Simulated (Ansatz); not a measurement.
Consider the silylene loss: `[SiH3]N1BC1` → `B1CN1` + `[SiH2]`.

Isolated molecules relaxed with PBE0-D4/def2-TZVP in Ansatz; ΔE leaves out vibrations. CBS: MP2 limit from def2 TZ/QZ plus the TZ coupled-cluster correction, frozen cores. This one scheme is used for every species. Functionals use def2-TZVPP.

| level | ΔE (kJ/mol) | difference from CCSD(T)/CBS |
| --- | --- | --- |
| PBE-D4 | 300.6 | -6.5 |
| BLYP-D4 | 292.3 | -14.8 |
| B97M-V | 303.2 | -3.9 |
| PBE0-D4 | 311.6 | 4.5 |
| B2PLYP | 304.3 | -2.8 |
| PBE0 | 304.7 | -2.4 |
| CCSD(T)/def2-SVP | 284.5 | -22.6 |
| HF/def2-TZVPP | 301.2 | -5.9 |
| MP2/def2-TZVPP | 323.8 | 16.7 |
| MP2/CBS(def2) | 330.1 | 23.0 |
| CCSD(T)/CBS | 307.1 | 0 |

What do rigid-rotor, harmonic-oscillator terms from PBE0-D4/def2-TZVP frequencies (298.15 K, 1 bar) make of the CCSD(T)/CBS value? (Best estimate.)

The calculation gave: ΔZPE = -11.2 kJ/mol, ΔH = +300.6 kJ/mol, ΔS = 151 J/(mol·K), ΔG = +255.6 kJ/mol.

Largest T1 diagnostic among the species: 0.014.

The D4 term adds +12.7 kJ/mol with B3LYP and +6.9 kJ/mol with PBE0; it sums over pairs of atoms, weighted by their polarisabilities, and B3LYP, whose exchange is more repulsive, gets the larger term. From BLYP to BHLYP (50 % exact exchange), in def2-TZVPP and without D4, ΔE moves by +30.6 kJ/mol. Leaving LDA and LC-ωPBE aside and taking each functional with its dispersion term where it has one, the values, not all of them listed here, spread over 34.9 kJ/mol, from BLYP-D4 to r2SCAN0-D4. LDA lies +29.8 kJ/mol from PBE without D4.

B3LYP here is the variant with VWN-RPA as its local correlation; programs differ in this.
